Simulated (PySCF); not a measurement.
B3LYP has the VWN-RPA correlation part, as in Gaussian. 

Z-matrix (Å, degrees):
```
Zr
N 1 2.0632
H 2 1.0245 1 129.56
H 2 1.0268 3 107.28 1 174.26
N 1 2.0633 2 109.75 3 12.11
H 5 1.0245 1 129.24 2 106.03
H 5 1.0266 6 107.37 1 -174.19
N 1 2.0637 2 109.95 3 -107.37
H 8 1.0245 1 129.47 2 -12.57
H 8 1.0267 9 107.31 1 -174.68
N 1 2.0637 2 108.66 3 132.17
H 11 1.0246 1 129.30 2 134.01
H 11 1.0267 12 107.28 1 174.36
```
Charge 0, spin multiplicity 1.

### Question
Predict the charge on the central atom (Mulliken), LUMO, HOMO, HOMO–LUMO gap and total energy from B3LYP-D3(BJ)/def2-TZVP // TPSS-D3(BJ)/def2-SVP (PySCF).

### Answer

The charge on the central atom (Mulliken) is 1.70 e and the LUMO is -0.32 eV. The HOMO is -6.46 eV, the HOMO–LUMO gap comes out as 6.14 eV and the total energy is -7379.06 eV.
